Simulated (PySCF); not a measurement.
**Radial density of V (vanadium, neutral)**

UHF, [Ar] 3d3 4s2, high-spin 4F determinant. All numbers are calculated (PySCF 2.14, no relativity, point nucleus, in def2-SVP (5s3p2d1f, 31 functions)).

```json
{"r (bohr)": "0.00124", "4πr²ρ (e/bohr)": "0.1464", "4πr²(ρα − ρβ)": "0.0000"}
{"r (bohr)": "0.00209", "4πr²ρ (e/bohr)": "0.4044", "4πr²(ρα − ρβ)": "0.0000"}
{"r (bohr)": "0.00351", "4πr²ρ (e/bohr)": "1.079", "4πr²(ρα − ρβ)": "0.0001"}
{"r (bohr)": "0.00590", "4πr²ρ (e/bohr)": "2.721", "4πr²(ρα − ρβ)": "0.0002"}
{"r (bohr)": "0.00993", "4πr²ρ (e/bohr)": "6.418", "4πr²(ρα − ρβ)": "0.0004"}
{"r (bohr)": "0.0167", "4πr²ρ (e/bohr)": "13.30", "4πr²(ρα − ρβ)": "0.0007"}
{"r (bohr)": "0.0281", "4πr²ρ (e/bohr)": "22.51", "4πr²(ρα − ρβ)": "0.0011"}
{"r (bohr)": "0.0472", "4πr²ρ (e/bohr)": "27.32", "4πr²(ρα − ρβ)": "0.0010"}
{"r (bohr)": "0.0794", "4πr²ρ (e/bohr)": "22.46", "4πr²(ρα − ρβ)": "0.0013"}
{"r (bohr)": "0.134", "4πr²ρ (e/bohr)": "22.59", "4πr²(ρα − ρβ)": "0.0172"}
{"r (bohr)": "0.225", "4πr²ρ (e/bohr)": "29.65", "4πr²(ρα − ρβ)": "0.1445"}
{"r (bohr)": "0.378", "4πr²ρ (e/bohr)": "15.23", "4πr²(ρα − ρβ)": "0.6712"}
{"r (bohr)": "0.636", "4πr²ρ (e/bohr)": "10.02", "4πr²(ρα − ρβ)": "1.7879"}
{"r (bohr)": "1.07", "4πr²ρ (e/bohr)": "9.738", "4πr²(ρα − ρβ)": "2.0872"}
{"r (bohr)": "1.80", "4πr²ρ (e/bohr)": "2.383", "4πr²(ρα − ρβ)": "0.9906"}
{"r (bohr)": "3.03", "4πr²ρ (e/bohr)": "0.7904", "4πr²(ρα − ρβ)": "0.1786"}
{"r (bohr)": "5.09", "4πr²ρ (e/bohr)": "0.2546", "4πr²(ρα − ρβ)": "-0.0203"}
{"r (bohr)": "8.56", "4πr²ρ (e/bohr)": "0.01188", "4πr²(ρα − ρβ)": "-0.0054"}
{"r (bohr)": "14.4", "4πr²ρ (e/bohr)": "1.601e-05", "4πr²(ρα − ρβ)": "0.0000"}
```

**Question.** Where is the radial spin density 4πr²(ρα − ρβ) most negative, and why is it negative at all?

**Answer.** Around r = 5.09 bohr, down to -0.0203 e/bohr: exchange with the open shell polarises the paired shells in an unrestricted calculation.
